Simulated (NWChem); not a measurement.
Relativistic effects in InO

SMILES: [O]=[In]
```xyz
2

In     0.0000     0.0000     0.2729
O      0.0000     0.0000    -1.6713
```
Charge 0, spin multiplicity 2.

All runs are NWChem calculations. The geometry was optimised at UPBE/def2-SVP with def2 effective core potentials on In, a minimum by its harmonic frequencies.

Functional B3LYP, all-electron basis x2c-SVPall-2c, contracted for the X2C Hamiltonian and used here with ZORA. The ion keeps the geometry and has multiplicity 3 in the scalar run; the spin-orbit run starts from the same electron counts.

Relative cost: rough, from shared machines, SCF included, scalar ZORA = 1.

B3LYP has NWChem's definition, with VWN1-RPA local correlation. The structure started from a generated list of species. No SCF solution was tested for a lower state.

```json
[
 {"Hamiltonian": "scalar ZORA", "ΔSCF ionisation energy (eV)": "9.22", "relative cost": "1"},
 {"Hamiltonian": "spin-orbit ZORA", "ΔSCF ionisation energy (eV)": "9.22", "relative cost": "under 3"}
]
```

From scalar ZORA to spin-orbit ZORA the ionisation energy is nearly the same.
